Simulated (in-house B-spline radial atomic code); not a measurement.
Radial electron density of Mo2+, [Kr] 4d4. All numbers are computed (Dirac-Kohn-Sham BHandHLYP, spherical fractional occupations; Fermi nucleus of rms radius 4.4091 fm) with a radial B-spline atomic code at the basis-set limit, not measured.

Caution: exact exchange at fractional occupations of open shells leaves self-interaction of up to several eV.

Columns: r (bohr), 4πr²n(r) (electrons per bohr), bar.

```
 0.00131    1.359 #
  0.0016    1.941 #
 0.00195    2.747 ##
 0.00239      3.9 ###
 0.00292    5.461 ####
 0.00358    7.615 #####
 0.00438    10.45 #######
 0.00535     14.1 #########
 0.00655    18.75 #############
 0.00801    24.34 ################
  0.0098    30.77 #####################
   0.012    37.68 #########################
  0.0147    44.37 ##############################
   0.018    49.83 #################################
   0.022    53.02 ####################################
  0.0269     53.3 ####################################
  0.0329    50.86 ##################################
  0.0402    47.27 ################################
  0.0492     45.2 ##############################
  0.0602    47.31 ################################
  0.0736    53.99 ####################################
  0.0901    62.07 ##########################################
    0.11    65.63 ############################################
   0.135    60.69 #########################################
   0.165    49.92 #################################
   0.202    41.63 ############################
   0.247    42.32 ############################
   0.302    48.39 ################################
    0.37    49.26 #################################
   0.452     39.4 ##########################
   0.553    24.44 ################
   0.677    14.04 #########
   0.828    11.24 ########
    1.01    11.48 ########
    1.24    10.14 #######
    1.52    6.915 #####
    1.86    3.782 ###
    2.27    1.787 #
    2.78   0.7437 
     3.4    0.268 
    4.16  0.07479 
    5.08  0.01448 
    6.22  0.00167
```

On this grid the curve has 4 maxima, near 0.0269, 0.11, 0.37, 1.01 bohr.

The 4p3/2 radial function P(r) = rR(r), positive near the nucleus, with its small component Q(r) (sign convention: Q ≈ (P' + κP/r)/2c):

| r (bohr) | P | Q |
| --- | --- | --- |
| 0.00195 | 0.001259 | -9.729e-05 |
| 0.00292 | 0.00274 | -0.0002116 |
| 0.00438 | 0.005922 | -0.0004575 |
| 0.00655 | 0.01253 | -0.0009691 |
| 0.0098 | 0.02594 | -0.00201 |
| 0.0147 | 0.05212 | -0.00405 |
| 0.022 | 0.09899 | -0.007745 |
| 0.0329 | 0.1735 | -0.01378 |
| 0.0492 | 0.2683 | -0.02205 |
| 0.0736 | 0.3363 | -0.03011 |
| 0.11 | 0.273 | -0.03192 |
| 0.165 | -0.02023 | -0.02076 |
| 0.247 | -0.4196 | 0.0006874 |
| 0.37 | -0.481 | 0.01589 |
| 0.553 | 0.09478 | 0.01197 |
| 0.828 | 0.847 | -0.001628 |
| 1.24 | 0.9761 | -0.007676 |
| 1.86 | 0.5162 | -0.004531 |
| 2.78 | 0.1281 | -0.001101 |
| 4.16 | 0.01198 | -9.834e-05 |
